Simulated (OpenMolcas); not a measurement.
W5+ among 5 point charges of -1 e arranged as a square pyramid (C4v), 2.03 Å from the ion, with the axial distance 2.274 Å.
```
   2.0300    0.0000    0.0000  -1.00
   0.0000    2.0300    0.0000  -1.00
  -2.0300    0.0000    0.0000  -1.00
   0.0000   -2.0300    0.0000  -1.00
   0.0000    0.0000    2.2736  -1.00
```

| Property | Result |
| --- | --- |
| Program | OpenMolcas |
| Method | SS-CASPT2, IPEA 0.25 Eh, imaginary shift 0.1 Eh (closed shells correlated: 4f 5s 5p) |
| Basis | ANO-RCC-VDZP [7s6p4d2f1g] |
| Scalar Hamiltonian | DKH2, point nucleus |
| Active space | 1 electron in 5 orbitals (5d) |
| State averaging | 2S+1 = 2 even, 5 roots |
| Spin-orbit coupling | RASSI with atomic mean-field integrals over the reference wave functions |

Task: What is the spin-free ground state?

Result: A state of multiplicity 2, 2-fold in its orbital part, 100 % from free-ion D terms; it has the highest spin that d1 allows.

Task: Where is the first state of the same spin?

Result: A 1-fold state lies at 733 cm-1 above the ground state.

Task: What are the lowest two levels with spin-orbit coupling?

Result: A 2-fold level with g = 0.73, 1.61, 1.61, then a 2-fold level 4210 cm-1 above it. Their leading multiplicities are 2 (100 %) and 2 (100 %).

Task: What is χT at 300 K, and how does it compare with the textbook value?

Result: The lowest level has 2S+1 = 2, for which the spin-only value is χT = S(S+1) / 2 = 0.375 cm3 K/mol (g = 2). The computed 0.190 at 300 K differs by -0.185, through orbital momentum, spin-orbit coupling and any other state in reach.

Spin-orbit coupling mixes the spin-free states strongly: the lowest level takes only 63 % from its leading state, an unlabelled state of the same spin as most of the rest. An orbital doublet at a regular site is open to a Jahn-Teller distortion, which this geometry leaves out. Free-ion shares, where given, are those of the reference states; single-state CASPT2 does not remix them. Point charges carry no covalency, so the field is a model and not that of real ligands. An unlabelled pair can be two single states that coincide in this model. No measured value stands beside these numbers.
